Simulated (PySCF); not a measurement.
Compound: C3H10OSi2 (charge -1 and doublet state).
Atom-mapped SMILES: `[CH2-:1][CH:2][Si@@H:3]([CH3:4])[O:5][SiH3:6]` (hydrogens: H7, H8 on C1; H9 on C2; H10 on Si3; H11, H12, H13 on C4; H14, H15, H16 on Si6)

Cartesian coordinates in Å at the GFN2-xTB level; atoms count from 1:
```xyz
16
C3H10OSi2 angstrom
C      2.1886    1.1729   -0.7045
C      1.6556    0.3535    0.2822
Si     0.3322   -0.8743    0.0573
C     -0.2515   -1.5738    1.7358
O     -1.0542   -0.1919   -0.6720
Si    -2.0063    0.9719   -1.1533
H      3.0478    1.8047   -0.5266
H      1.6970    1.2829   -1.6583
H      2.2403    0.2960    1.2000
H      0.3062   -2.0637   -0.8752
H      0.3506   -1.1973    2.5576
H     -1.2863   -1.3048    1.9343
H     -0.1878   -2.6600    1.7581
H     -3.2685    0.3594   -1.6203
H     -1.4291    1.7325   -2.2720
H     -2.3422    1.9010   -0.0545
```

The hyperfine couplings belong to this conformer and change with its torsions.

Level of theory: UKS B3LYP, pcH-1 on C H O Si, non-relativistic, mean-field spin-orbit, GIAO in PySCF 2.14.0. Whether the extra electron is bound in the gas phase wasn't checked; a finite basis holds it in any case. The geometry wasn't refined by DFT: couplings that depend on bond lengths, twists or pyramidal angles can differ widely from those at the functional's own minimum, by a factor of two or more for some ions and for spin on atoms past the first row. The SCF solution wasn't tested for stability.

(1) Predict the first-order ENDOR lines of H10, H7, H8, H9 and H11/H12/H13 under fast tumbling at B = 344.6 mT (X band).

(2) Which pairs are centred on the nuclear Larmor frequency, and which on half the coupling?

(3) At what field would the lower line of H11/H12/H13 fall to zero frequency?

Answers

(1) For S = 1/2 in fast tumbling each set of equivalent nuclei gives two lines, ν± = |νn ± a/2| to first order, with νn = g_N μN B/h and μN/h = 7.62259 MHz/T.

```csv
nuclei,isotope,g_N,νn (MHz),a_iso (MHz),lower line (MHz),upper line (MHz)
H10,1H,5.5857,14.67,44.23,7.44,36.79
H7,1H,5.5857,14.67,-37.19,3.92,33.27
H8,1H,5.5857,14.67,-34.31,2.48,31.83
H9,1H,5.5857,14.67,-9.60,9.87,19.47
H11/H12/H13,1H,5.5857,14.67,9.40,9.97,19.37
```

(2) Centred on νn, since |a| < 2νn: H9 and H11/H12/H13. Centred on |a|/2 and split by 2νn: H10, H7 and H8.

(3) Where νn = |a|/2, that is B = 4.70 MHz/(5.5857 × 7.62259 MHz/T) = 110 mT, as far as first order holds there.

Class means assume fast exchange of nuclei equivalent by connectivity; if that motion is slow, each nucleus keeps its own coupling. H7 and H8 aren't averaged: C1 is flat or nearly so (angle sum 360°), and its turn about the short C1–C2 bond (1.39 Å) is taken as slow. The three 1H nuclei of mean +9.4 MHz run from 0.9 to 15.7 MHz in the frozen geometry.

The largest Mulliken spin populations are on C1 (+0.60), Si3 (+0.25) and C2 (+0.14). The angles at C1 add up to 359.7°, so it is planar.

The run took 2.3 min wall (with the writing of density and orbital grids) on one thread of an Arm Neoverse N1, no GPU, shared host, and the process peaked at 0.97 GiB of memory.

The SMILES draws the unpaired electron on C2; the largest computed Mulliken spin population is on C1 (0.60 against 0.14).
